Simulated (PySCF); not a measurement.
PySCF was given this input:
```python
from pyscf import gto, scf

mol = gto.Mole()
mol.atom = '''
    O     1.15623491   -0.01312691    0.00983414
    C    -0.02457140    0.19152173    0.00045866
    O    -1.11548103   -0.30452915   -0.01059486
    H    -0.17860263    1.39211811    0.00333384
'''
mol.basis = 'pcseg-1'
mol.spin = 1
mol.verbose = 5
mol.build()

mf = scf.UHF(mol)
mf.kernel()
```

**Question.** What does this run give for the HOMO energy, Mulliken (on the basis functions themselves) charges in atom order, dipole moment?

**Answer.** 
```yaml
HOMO energy: -11.72 eV
Mulliken (on the basis functions themselves) charges in atom order: O1 -0.40, C2 0.57, O3 -0.40, H4 0.23
dipole_moment: 2.04 D
```

These values belong to the state on which the SCF converged, which isn't shown to be the lowest.
